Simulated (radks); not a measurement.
The numbers below are computed, except where a source is named.
Q: Radial electron density D(r) = 4 pi r^2 rho(r) of an atom or ion with 13 electrons. Code: a radial shooting solver on a logarithmic mesh with Libxc functionals. Model: non-relativistic Kohn-Sham, r2SCAN, spin-unpolarised, spherical densities, point nucleus; meta-GGA in the generalised Kohn-Sham scheme.

```
   r/bohr * D(r) (the largest magnitude, 16.9, reaches the edge; | marks zero)
 0.006289 |  *
 0.008059 |    *
  0.01041 |      *
  0.01334 |          *
  0.01709 |               *
  0.02208 |                      *
   0.0283 |                              *
  0.03655 |                                       *
  0.04684 |                                                *
  0.06051 |                                                     *
  0.07754 |                                                      *
   0.1002 |                                                 *
   0.1283 |                                        *
   0.1658 |                                  *
   0.2125 |                                    *
   0.2744 |                                            *
   0.3517 |                                                   *
   0.4507 |                                               *
   0.5822 |                                 *
    0.746 |                 *
   0.9637 |       *
    1.235 |      *
    1.595 |      *
    2.044 |    *
    2.641 | *
    3.384 |*
    4.371 *
    5.601 *
```

What is the nuclear charge?

A: Z = 15. The innermost maximum, from 1s, lies near 1/Z = 0.0667 bohr (found: 0.0704), and its height grows with Z. The density is that of the phosphorus ion P2+ in [Ne] 3s2 3p1; the configuration itself is not fixed sharply by these data, and Z only to about a unit. D(r) has 3 maxima, at r = 0.0704, 0.372, 1.46 bohr, and minima at 0.178, 1.23 bohr, inside which lie 2.18, 10.43 electrons.
